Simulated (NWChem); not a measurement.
System: CH$_{7}$NSi; SMILES C[SiH2]N

NWChem input:

```
start job
memory heap 200 mb stack 900 mb global 1100 mb
geometry units angstroms noautosym nocenter noautoz
  Si    -0.475948     0.066107     0.000000
  C      0.449887    -1.583578     0.000000
  N      0.478052     1.522607     0.000000
  H     -1.331693     0.120972     1.218600
  H     -1.331693     0.120972    -1.218600
  H      1.086897    -1.691274    -0.886133
  H      1.086897    -1.691274     0.886133
  H     -0.262413    -2.419104     0.000000
  H      0.999992     1.774176    -0.831409
  H      0.999992     1.774176     0.831409
end
basis spherical
  Si library 6-31g*
  C library 6-31g*
  N library 6-31g*
  H library 6-31g*
end
dft
  xc b3lyp
  iterations 150
end
cosmo
  do_cosmo_smd true
  solvent ethanol
end
task dft energy
```

Excerpt of the output:

```
             Northwest Computational Chemistry Package (NWChem) 7.3.0
             --------------------------------------------------------

                             Geometry "geometry" -> ""
                             -------------------------

 Output coordinates in angstroms (scale by  1.889725989 to convert to a.u.)

  No.       Tag          Charge          X              Y              Z
 ---- ---------------- ---------- -------------- -------------- --------------
    1 Si                  14.0000    -0.47594800     0.06610700     0.00000000
    2 C                    6.0000     0.44988700    -1.58357800     0.00000000
    3 N                    7.0000     0.47805200     1.52260700     0.00000000
    4 H                    1.0000    -1.33169300     0.12097200     1.21860000
    5 H                    1.0000    -1.33169300     0.12097200    -1.21860000
    6 H                    1.0000     1.08689700    -1.69127400    -0.88613300
    7 H                    1.0000     1.08689700    -1.69127400     0.88613300
    8 H                    1.0000    -0.26241300    -2.41910400     0.00000000
    9 H                    1.0000     0.99999200     1.77417600    -0.83140900
   10 H                    1.0000     0.99999200     1.77417600     0.83140900

 Effective nuclear repulsion energy (a.u.)     115.3900659322

                                 NWChem DFT Module
                                 -----------------

 Summary of "ao basis" -> "ao basis" (spherical)
 ------------------------------------------------------------------------------
       Tag                 Description            Shells   Functions and Types
 ---------------- ------------------------------  ------  ---------------------
 Si                          6-31g*                  8       18   4s3p1d
 C                           6-31g*                  6       14   3s2p1d
 N                           6-31g*                  6       14   3s2p1d
 H                           6-31g*                  2        2   2s

 in cosmo_initialize ...
 calling solv_data for solv:ethanol

 solvent parameters
 solvname_short: ethanol
 solvname_long:  ethanol
 dielec:       24.8520
 dielecinf:     1.8526
 nonaqueous SMD model solvent descriptors
 dielec:       24.8520
 sola:          0.3700
 solb:          0.4800
 solc:          0.0000
 solg:         31.6200
 solh:          0.0000
 soln:          1.3611

          ---------------
          -cosmo- solvent
          ---------------
 Cosmo: York-Karplus, doi: 10.1021/jp992097l
 dielectric constant -eps-     =  24.85
 screen = (eps-1)/(eps    )    =   0.95976
 surface charge correction     = lagrangian

   van der Waals surface
 --------------------------

 ---------- ATOMIC COORDINATES (A.U.) ------------ VDWR(ANG.) --
     1   -0.89941130    0.12492412    0.00000000     2.470
     2    0.85016316   -2.99252850    0.00000000     1.850
     3    0.90338729    2.87731002    0.00000000     1.890
     4   -2.51653487    0.22860393    2.30282009     1.200
     5   -2.51653487    0.22860393   -2.30282009     1.200
     6    2.05393751   -3.19604443   -1.67454856     1.200
     7    2.05393751   -3.19604443    1.67454856     1.200
     8   -0.49588867   -4.57144370    0.00000000     1.200
     9    1.88971087    3.35270650   -1.57113519     1.200
    10    1.88971087    3.35270650    1.57113519     1.200
 number of segments per atom =        128
 number of   points per atom =        128
 atom (   nspa,  nppa )
 ----------------------
    1 (     86,     0 )       0
    2 (     48,     0 )       0
    3 (     60,     0 )       0
    4 (     31,     0 )       0
    5 (     31,     0 )       0
    6 (     52,     0 )       0
    7 (     52,     0 )       0
    8 (     54,     0 )       0
    9 (     46,     0 )       0
   10 (     46,     0 )       0
 number of -cosmo- surface points =      506
 molecular surface =    107.889 angstrom**2
 molecular volume  =     89.446 angstrom**3
 -lineq- algorithm             =   0
 -bem- low  level              =   3
 -bem- from -octahedral-
 gaussian surface charge width =   4.50000
 degree of switching           =   1.00000
 switching function tolerance  =   0.00010
 atomic radii =
 --------------
    1 14.000  2.470
    2  6.000  1.850
    3  7.000  1.890
    4  1.000  1.200
    5  1.000  1.200
    6  1.000  1.200
    7  1.000  1.200
    8  1.000  1.200
    9  1.000  1.200
   10  1.000  1.200
 ...... end of -cosmo- initialization ......

 nat:                    10
 ixmem:                  5529
 calling mnsol_interface()
 G(SMD-CDS) energy (kcal/mol)  =     0.870
 SMD-CDS SASA (angstrom**2)    =   131.984

            General Information
            -------------------
          SCF calculation type: DFT
          Wavefunction type:  closed shell.
          No. of atoms     :    10
          No. of electrons :    34
           Alpha electrons :    17
            Beta electrons :    17
          Charge           :     0
          Spin multiplicity:     1
          Use of symmetry is: off; symmetry adaption is: off
          Maximum number of iterations: 150
          AO basis - number of functions:    60
                     number of shells:    34
          Convergence on energy requested:  1.00D-06
          Convergence on density requested:  1.00D-05
          Convergence on gradient requested:  5.00D-04

              XC Information
              --------------
                         B3LYP Method XC Potential
                     Hartree-Fock (Exact) Exchange  0.200
                        Slater Exchange Functional  0.800 local
                    Becke 1988 Exchange Functional  0.720 non-local
              Lee-Yang-Parr Correlation Functional  0.810
                  VWN I RPA Correlation Functional  0.190 local

             Grid Information
             ----------------
          Grid used for XC integration:  medium
          Radial quadrature: Mura-Knowles
          Angular quadrature: Lebedev.
          Tag              B.-S. Rad. Rad. Pts. Rad. Cut. Ang. Pts.
          ---              ---------- --------- --------- ---------
          Si                  1.10       88           8.0       590
          C                   0.70       49          10.0       434
          N                   0.65       49          10.0       434
          H                   0.35       45          11.0       434
          Grid pruning is: on
          Number of quadrature shells:   501
          Spatial weights used:  Erf1

      Superposition of Atomic Density Guess
      -------------------------------------

 Sum of atomic energies:        -384.25892769

      Non-variational initial energy
      ------------------------------

 Total energy =    -385.779683
 1-e energy   =    -756.874636
 2-e energy   =     255.704886
 HOMO         =      -0.326836
 LUMO         =       0.066541

   convergence    iter        energy       DeltaE   RMS-Dens  Diis-err
 ---------------- ----- ----------------- --------- --------- ---------
     COSMO gas phase
 d= 0,ls=0.0,diis     1   -386.5468259877 -5.02D+02  1.17D-02  3.45D-01
 d= 0,ls=0.0,diis     2   -386.5564950432 -9.67D-03  6.69D-03  2.70D-01
 d= 0,ls=0.0,diis     3   -386.5827927509 -2.63D-02  1.91D-03  3.74D-02
 d= 0,ls=0.0,diis     4   -386.5868172215 -4.02D-03  3.65D-04  8.24D-04
 d= 0,ls=0.0,diis     5   -386.5869149652 -9.77D-05  9.75D-05  7.24D-05
  Resetting Diis
 d= 0,ls=0.0,diis     6   -386.5869246480 -9.68D-06  1.20D-05  5.18D-07
 d= 0,ls=0.0,diis     7   -386.5869247111 -6.32D-08  5.05D-06  3.71D-08

   convergence    iter        energy       DeltaE   RMS-Dens  Diis-err
 ---------------- ----- ----------------- --------- --------- ---------
     COSMO solvation phase
 d= 0,ls=0.0,diis     1   -386.5917943963 -4.87D-03  1.92D-03  2.14D-03
 d= 0,ls=0.0,diis     2   -386.5924650690 -6.71D-04  3.41D-04  3.16D-04
 d= 0,ls=0.0,diis     3   -386.5924874553 -2.24D-05  1.63D-04  1.87D-04
 d= 0,ls=0.0,diis     4   -386.5925070800 -1.96D-05  4.42D-05  1.30D-05
 d= 0,ls=0.0,diis     5   -386.5925085812 -1.50D-06  9.32D-06  2.26D-07
 d= 0,ls=0.0,diis     6   -386.5925086083 -2.71D-08  2.70D-06  5.54D-08

         Total DFT energy =     -386.592508608293
      One electron energy =     -760.676240172995
           Coulomb energy =      294.595151318911
    Exchange-Corr. energy =      -35.952576046551
 Nuclear repulsion energy =      115.390065932244

             COSMO energy =        0.051090360098

 Numeric. integr. density =       33.999994217105

                                COSMO-SMD solvation results
                                ---------------------------

             internal energy in gas <Psi(g)|H|Psi(g)> =      -386.586924711134
         internal energy in solvent <Psi(s)|H|Psi(s)> =      -386.586074064432
                               delta internal energy  =         0.000850646702 (    0.53 kcal/mol)
   total free energy in solvent <Psi(s)|H+V/2|Psi(s)> =      -386.593895511590
 polarization energy contribution <Psi(s)|V/2|Psi(s)> =        -0.007821447158 (   -4.91 kcal/mol)
    total free energy in solvent including G(SMD-CDS) =      -386.592508608293
                       G(SMD-CDS) energy contribution =         0.001386903297 (    0.87 kcal/mol)
     1 M fixed-concentration free energy of solvation =        -0.005583897159 (   -3.50 kcal/mol)

                       DFT Final Molecular Orbital Analysis
                       ------------------------------------

 Vector   15  Occ=2.000000D+00  E=-3.274354D-01
              MO Center= -8.6D-01, -3.5D-02,  2.1D-08, r^2= 2.8D+00
   Bfn.  Coefficient  Atom+Function         Bfn.  Coefficient  Atom+Function
  ----- ------------  ---------------      ----- ------------  ---------------
     9      0.357164   1 Si pz               48      0.285110   4 H  s
    50     -0.285110   5 H  s                47      0.234693   4 H  s
    49     -0.234693   5 H  s                 5     -0.148827   1 Si pz
    23     -0.148167   2 C  pz               51      0.089766   6 H  s
    52      0.089578   6 H  s                53     -0.089766   7 H  s

 Vector   16  Occ=2.000000D+00  E=-3.257078D-01
              MO Center= -6.9D-02, -3.6D-01, -2.3D-08, r^2= 3.0D+00
   Bfn.  Coefficient  Atom+Function         Bfn.  Coefficient  Atom+Function
  ----- ------------  ---------------      ----- ------------  ---------------
     7      0.301708   1 Si px               22      0.259350   2 C  py
    21     -0.229993   2 C  px                8     -0.197827   1 Si py
    36     -0.181218   3 N  py               26      0.148571   2 C  py
    40     -0.138319   3 N  py               48     -0.133004   4 H  s
    50     -0.133004   5 H  s                 3     -0.129889   1 Si px

 Vector   17  Occ=2.000000D+00  E=-2.449802D-01
              MO Center=  3.0D-01,  1.0D+00, -1.4D-10, r^2= 2.4D+00
   Bfn.  Coefficient  Atom+Function         Bfn.  Coefficient  Atom+Function
  ----- ------------  ---------------      ----- ------------  ---------------
    36     -0.379897   3 N  py               35      0.355113   3 N  px
    40     -0.338119   3 N  py               39      0.305102   3 N  px
    22     -0.206376   2 C  py               24     -0.176984   2 C  s
    26     -0.148376   2 C  py               38     -0.115604   3 N  s
    48      0.109269   4 H  s                50      0.109269   5 H  s

 Vector   18  Occ=0.000000D+00  E= 4.608549D-02
              MO Center= -1.4D-01,  4.2D-01,  1.7D-10, r^2= 4.9D+00
   Bfn.  Coefficient  Atom+Function         Bfn.  Coefficient  Atom+Function
  ----- ------------  ---------------      ----- ------------  ---------------
    38      1.154902   3 N  s                12     -0.820217   1 Si py
    11     -0.766432   1 Si px               58     -0.289148   9 H  s
    60     -0.289148  10 H  s                10     -0.280984   1 Si s
    56     -0.214719   8 H  s                 7     -0.210144   1 Si px
    48     -0.201294   4 H  s                50     -0.201294   5 H  s

 Vector   19  Occ=0.000000D+00  E= 7.615136D-02
              MO Center= -2.0D-01, -3.7D-01, -9.4D-10, r^2= 5.5D+00
   Bfn.  Coefficient  Atom+Function         Bfn.  Coefficient  Atom+Function
  ----- ------------  ---------------      ----- ------------  ---------------
    24      1.648291   2 C  s                12      1.045428   1 Si py
    11     -0.713676   1 Si px               10     -0.519224   1 Si s
    52     -0.393533   6 H  s                54     -0.393533   7 H  s
    39      0.305922   3 N  px               26      0.252643   2 C  py
    56     -0.217707   8 H  s                 8      0.147802   1 Si py

 Vector   20  Occ=0.000000D+00  E= 1.106175D-01
              MO Center= -1.8D-01, -1.9D-02,  3.9D-09, r^2= 3.9D+00
   Bfn.  Coefficient  Atom+Function         Bfn.  Coefficient  Atom+Function
  ----- ------------  ---------------      ----- ------------  ---------------
    13      1.458789   1 Si pz               48     -1.033696   4 H  s
    50      1.033696   5 H  s                 9      0.448588   1 Si pz
    52      0.294679   6 H  s                54     -0.294679   7 H  s
    58      0.220161   9 H  s                60     -0.220161  10 H  s
    17     -0.147226   1 Si d  1              5     -0.134914   1 Si pz

     Multipole analysis of the density
     ---------------------------------

     L   x y z        total         alpha         beta         nuclear
     -   - - -        -----         -----         ----         -------
     0   0 0 0     -0.000000    -17.000000    -17.000000     34.000000

     1   1 0 0      0.857288     -0.166991     -0.166991      1.191270
     1   0 1 0     -0.112202     -0.123113     -0.123113      0.134025
     1   0 0 1     -0.000000     -0.000000     -0.000000      0.000000

     2   2 0 0    -20.435150    -35.150439    -35.150439     49.865728
     2   1 1 0      2.636256      0.310065      0.310065      2.016126
     2   1 0 1     -0.000000     -0.000000     -0.000000      0.000000
     2   0 2 0    -21.069795    -98.442665    -98.442665    175.815535
     2   0 1 1     -0.000000     -0.000000     -0.000000      0.000000
     2   0 0 2    -19.942979    -20.547049    -20.547049     21.151118
```

Level: B3LYP/6-31G* (spherical d), SMD on the gas-phase geometry. Coordinates come from a B3LYP/6-31G* (spherical d) optimisation. B3LYP is NWChem's, with the RPA form of VWN correlation. Solvent: ethanol.
